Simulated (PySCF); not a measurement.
H3N, SMILES [NH3+], charge +1, multiplicity 2.

Geometry optimised at PBE0-D3(BJ)/def2-TZVPD.

Level of theory: TDA-PBE0/def2-TZVPD (PySCF 2.14.0).

Vertical excitations; the highest root listed may be one member of a degenerate set. Gas-phase values at a fixed geometry.

| state | energy (eV) | λ (nm) | f | main pairs |
|---|---|---|---|---|
| root 1 | 7.15 | 173 | 0.000 | β HOMO→LUMO (degenerate set) |
| root 2 | 7.15 | 173 | 0.000 | β HOMO−1→LUMO (degenerate set) |
| root 3 | 11.32 | 109 | 0.016 | α HOMO→LUMO 97 % |
| root 4 | 13.55 | 92 | 0.000 | α HOMO→LUMO+2 (degenerate set) |
| root 5 | 13.55 | 92 | 0.000 | α HOMO→LUMO+1 (degenerate set) |
| root 6 | 14.78 | 84 | 0.000 | α HOMO−1→LUMO, β HOMO→LUMO+1 (degenerate set) |
| root 7 | 14.78 | 84 | 0.000 | α HOMO−2→LUMO, β HOMO−1→LUMO+1 (degenerate set) |
| root 8 | 15.66 | 79 | 0.000 | α HOMO→LUMO+5 79 %, β HOMO−1→LUMO+3 8 %, β HOMO→LUMO+2 8 % |
| root 9 | 15.71 | 79 | 0.036 | α HOMO→LUMO+6, β HOMO−2→LUMO (degenerate set) |
| root 10 | 15.71 | 79 | 0.000 | α HOMO→LUMO+3 (degenerate set) |
Unrestricted roots are not spin-pure.
